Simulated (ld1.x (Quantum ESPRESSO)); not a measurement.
# Cs (Z = 55), TM semilocal: configuration errors across variants

Cs, norm-conserving Troullier–Martins (semilocal form), made with ld1.x (Quantum ESPRESSO) 7.5 (LDA (PZ), scalar-relativistic). Core [Xe], reference 5d0 6s1 6p0. Waves: 6p (bound, empty): rc 3.95 bohr; 5d (bound, empty): rc 3.75 bohr; 6s (bound): rc 4.20 bohr. Local part: the s channel. Core correction: none.

All-electron excitation energies from the reference (eV): (1) 5d0 6s0.5 6p0 1.555; (2) 5d0 6s0 6p1 1.476; (3) 5d1 6s0 6p0 1.721; (4) 5d0.5 6s0.5 6p0 0.867; (5) 5d0 6s1 6p0 spin -0.108; (6) 5d0 6s0.5 6p0 spin 1.518.

Spin tests fill each open shell by Hund’s rule, majority spin first.

A semilocal file is local in each channel, so a ghost entry of none says nothing of the separable form that plane-wave codes build from it.

Errors AE − PS in meV (a dash: test not solved or not reliable):

| change | (1) | (2) | (3) | (4) | (5) | (6) | bound ghosts |
| --- | --- | --- | --- | --- | --- | --- | --- |
| base | +18 | +102 | +77 | +23 | +46 | +41 | none |
| core correction a·sin(br)/r model core inside 1.54 bohr | -3.3 | -3.5 | -6.7 | -2.1 | -0.7 | -4.0 | none |
| core correction a·sin(br)/r model core inside 2.10 bohr | -3.3 | -3.4 | -6.6 | -2.1 | -0.7 | -4.0 | none |
| core correction a·sin(br)/r model core inside 3.02 bohr | -3.3 | -3.0 | -5.1 | -1.7 | -0.5 | -3.9 | none |
| core correction a·sin(br)/r model core inside 3.60 bohr | -2.9 | -0.5 | -1.6 | -0.7 | +0.7 | -3.0 | none |
| core correction a·sin(br)/r model core inside 3.96 bohr | -2.1 | +3.7 | +2.2 | +0.4 | +2.8 | -1.4 | none |
| core correction a·sin(br)/r model core inside 4.34 bohr | -0.1 | +14 | +10 | +2.6 | +7.5 | +2.7 | none |

(1) Give the same row for: core correction a·sin(br)/r model core inside 2.68 bohr.

Results:

(1) -3.3, -3.3, -6.1, -2.0, -0.7, -4.0; bound ghosts: none.
